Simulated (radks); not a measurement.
Results of a calculation; reference values are marked as such.
Polarisability of the sulfur ion S4+, [Ne] 3s2, at imaginary frequency. Level of theory: scalar-relativistic Kohn-Sham, LDA (Slater exchange, Perdew-Wang correlation), spin-unpolarised, spherical densities, finite nucleus; Fermi nuclear charge, rms radius 3.2611 fm (a radial shooting solver on a logarithmic mesh with Libxc functionals). Response by self-consistent Sternheimer equations with the Hartree and adiabatic LDA kernel, the relativistic mass of each level held fixed and spin-orbit coupling left out.

| w (hartree) | alpha1(iw) (bohr^3) | alpha2(iw) (bohr^5) |
|---|---|---|
| 0.00266 | 4.060 | 6.084 |
| 0.0143 | 4.058 | 6.083 |
| 0.0360 | 4.046 | 6.078 |
| 0.0697 | 4.006 | 6.061 |
| 0.118 | 3.909 | 6.019 |
| 0.186 | 3.705 | 5.926 |
| 0.280 | 3.336 | 5.737 |
| 0.413 | 2.766 | 5.379 |
| 0.605 | 2.047 | 4.757 |
| 0.892 | 1.327 | 3.808 |
| 1.35 | 0.7593 | 2.619 |
| 2.12 | 0.3937 | 1.475 |
| 3.59 | 0.1905 | 0.6526 |
| 6.94 | 0.08343 | 0.2111 |
| 17.5 | 0.02322 | 0.03965 |

Static values: alpha1 = 4.061 bohr^3 (0.6017 angstrom^3; uncoupled 6.802), alpha2 = 6.084 bohr^5, alpha3 = 14.75 bohr^7. C6 = 7.734, C8 = 76.16, triple-dipole C9 = 22.96 atomic units. One-pole (London) frequency 4 C6 / (3 alpha1^2) = 0.625 hartree, against 2.428 for minus the highest occupied eigenvalue.
